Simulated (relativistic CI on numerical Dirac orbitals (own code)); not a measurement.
Spin-allowed bands of a d8 ion in an octahedral site, by hand

Problem. Take Δ = 7000 cm⁻¹ and B = 930 cm⁻¹ for a d8 ion in an octahedral site. Calculate the three spin-allowed bands.

Working.
1. The terms of highest spin are 3F (energy 0) and 3P (15B = 13950 cm⁻¹). Here the F term splits into A2 at −1.2Δ = -8400, T2 at −0.2Δ = -1400 and T1 at +0.6Δ = 4200 cm⁻¹.
2. The two T1 states mix through the element 0.4Δ: H = [[4200, 2800], [2800, 13950]], with roots ½(H₁₁ + H₂₂) ∓ ½√[(H₂₂ − H₁₁)² + 4H₁₂²] = ½(18150) ∓ ½(11244) = 3453 and 14697 cm⁻¹.
3. The ground term is 3A2 at -8400 cm⁻¹.
4. Bands: 3T2 7000 cm⁻¹ (1429 nm), 3T1(F) 11853 cm⁻¹ (844 nm), 3T1(P) 23097 cm⁻¹ (433 nm).

Check. Exact diagonalisation of the whole d8 shell with these parameters gives 3T2 7000, 3T1 11853, 3T1 23097 cm⁻¹. The match is exact, since without spin-orbit coupling no other term has this spin. The ratio of the second band to the first, 1.693, depends on Δ/B = 7.5 alone, which is how a Tanabe-Sugano diagram is read.
